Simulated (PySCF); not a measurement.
UHF on Al (aluminium, neutral)

Configuration: [Ne] 3s1 3p2, high-spin 4P determinant (an excited configuration). All numbers are calculated (PySCF 2.14, no relativity, point nucleus, in def2-TZVPPD).

```
Total energy                                                  : -241.785934 hartree
One-electron energy                                           : -336.0222 hartree
Hartree (Coulomb) energy                                      : 112.4023 hartree
Exchange energy                                               : -18.1660 hartree
Kinetic energy                                                : 241.80874 hartree
⟨S²⟩                                                          : 3.7500
⟨L²⟩                                                          : 2.023
Sum of ⟨r⟩                                                    : 13.98 bohr
Sum of ⟨r²⟩                                                   : 35.06 bohr²
Traceless quadrupole moment −½Σ⟨3z² − r²⟩ along its main axis : 5.28 e·bohr²
Density at the nucleus (Gaussians lack the cusp)              : 1350 bohr⁻³
Spin density at the nucleus                                   : 2.47 bohr⁻³
Langevin diamagnetic susceptibility                           : -27.8 ×10⁻⁶ cm³/mol
```

```json
{"shell": "1s α", "electrons": "1", "mean orbital energy (hartree)": "-58.54330", "spread (hartree)": "0", "rms radius, mean of both spins (bohr)": "0.140"}
{"shell": "1s β", "electrons": "1", "mean orbital energy (hartree)": "-58.52579", "spread (hartree)": "0", "rms radius, mean of both spins (bohr)": "0.140"}
{"shell": "2s α", "electrons": "1", "mean orbital energy (hartree)": "-4.95819", "spread (hartree)": "0", "rms radius, mean of both spins (bohr)": "0.678"}
{"shell": "2s β", "electrons": "1", "mean orbital energy (hartree)": "-4.92798", "spread (hartree)": "0", "rms radius, mean of both spins (bohr)": "0.678"}
{"shell": "2p α", "electrons": "3", "mean orbital energy (hartree)": "-3.27074", "spread (hartree)": "0.00831", "rms radius, mean of both spins (bohr)": "0.674"}
{"shell": "2p β", "electrons": "3", "mean orbital energy (hartree)": "-3.24534", "spread (hartree)": "0.01189", "rms radius, mean of both spins (bohr)": "0.674"}
{"shell": "3s α", "electrons": "1", "mean orbital energy (hartree)": "-0.52230", "spread (hartree)": "0", "rms radius, mean of both spins (bohr)": "2.73"}
{"shell": "3p α", "electrons": "2", "mean orbital energy (hartree)": "-0.26191", "spread (hartree)": "0", "rms radius, mean of both spins (bohr)": "3.46"}
```

Spin-orbit constants ζ (cm⁻¹) from the X2C one-electron operator on these orbitals (non-relativistic here): bare nucleus, nucleus screened by l(l+1)(2l+1)/3 electrons, and screened by the Breit-Pauli mean field of the electrons.

```
shell   bare  screened nucleus  mean field
   2p   2647              2240        2055
   3p  99.56             84.24       75.57
```

To first order the Landé constant is A = 25.19 cm⁻¹, so the lowest level has J = 1/2 and lies 0.00781 eV below the centre of the term. This holds in LS coupling only.
